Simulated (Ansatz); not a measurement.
Isolated molecules relaxed with PBE0-D4/def2-TZVP in Ansatz; ΔE leaves out vibrations. CCSD(T)/CBS is the MP2 limit (def2-TZVPP, def2-QZVPP) plus CCSD(T) − MP2 in def2-TZVPP, frozen cores. DFT in def2-TZVPP. HSE06 is defined as in plane-wave codes. Elements past krypton have def2 core potentials. For Sn outer-core shells are correlated without core-valence functions, which leaves a few kJ/mol of doubt a bond. Each species was taken in one conformer, which may not be the lowest.

Reaction (formal exchange of groups at the Sn–S bond): `[NH2][Sn][SH]` + `CCCO` → `C[CH2][Sn][NH2]` + `OCS`

Question: Is it downhill or uphill in electronic energy at CCSD(T)/CBS, and by how much? (An estimate is asked.)

Answer: The calculation gave: Uphill: ΔE = +158.3 kJ/mol.

Question: What do these levels give: PBE-D4, BLYP-D4, BHLYP-D4, B2PLYP, r2SCAN0, HSE06, BHLYP, RPA@PBE/def2-TZVPP, CCSD(T)/def2-TZVPP, MP2/def2-QZVPP, SCS-MP2/def2-QZVPP, HF/CBS(def2)? (An estimate is asked.)

Answer: The calculation gave: PBE-D4 156.6, BLYP-D4 155.5, BHLYP-D4 166.7, B2PLYP 161.5, r2SCAN0 167.2, HSE06 163.0, BHLYP 168.9, RPA@PBE/def2-TZVPP 149.5, CCSD(T)/def2-TZVPP 154.7, MP2/def2-QZVPP 158.8, SCS-MP2/def2-QZVPP 158.4, HF/CBS(def2) 173.6 kJ/mol.

Largest T1 diagnostic among the species: 0.016.

Leaving LDA and LC-ωPBE aside and taking each functional with its dispersion term where it has one, the values, not all of them listed here, spread over 14.7 kJ/mol, from revPBE-D4 to B97M-V. From BLYP to BHLYP (50 % exact exchange), in def2-TZVPP and without D4, ΔE moves by +9.2 kJ/mol.
